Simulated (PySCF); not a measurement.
silylphosphine cation (H5PSi), SMILES [SiH3]P (connectivity only; charge and spin as stated), charge +1, multiplicity 2. Atoms are numbered in the order given.

```xyz
7

Si    -1.1775    -0.0131     0.0000
P      1.1460     0.0708     0.0000
H     -1.5020     0.6850     1.2505
H     -1.5020     0.6850    -1.2505
H     -1.4055    -1.4703     0.0000
H      1.8520    -0.3893     1.1241
H      1.8520    -0.3893    -1.1241
```
Charge +1, spin multiplicity 2.

Coordinates come from a B3LYP-D3(BJ)/def2-TZVP optimisation. The spin state was assumed, not searched.

The numbers are results of B3LYP/pcH-1 (PySCF), not measurements.

Unrestricted Kohn–Sham, ⟨S²⟩ = 0.753. Hyperfine tensors hold the contact and dipolar terms, without spin-orbit corrections.

Computed hyperfine couplings:
```tsv
nucleus	A(iso) (MHz)	A(iso) (G)	dipolar principal values (MHz)
29Si no. 1	12.7	4.5	-9.5, 2.5, 6.9
31P no. 2	647.2	230.9	-325.7, -321.9, 647.6
1H no. 3	-0.3	-0.1	-2.9, -1.6, 4.5
1H no. 4	-0.3	-0.1	-2.9, -1.6, 4.5
1H no. 5	104.1	37.1	-3.4, 1.2, 2.2
1H no. 6	-21.3	-7.6	-16.1, 1.1, 15.0
1H no. 7	-21.3	-7.6	-16.1, 1.1, 15.0
```

**Question.** And the g tensor (effective nuclear charges for spin-orbit coupling, GIAO)? (An estimate is asked for; the answer gives what the named calculation found.)

**Answer.** principal values 2.0023, 2.0082, 2.0153; isotropic 2.0086.
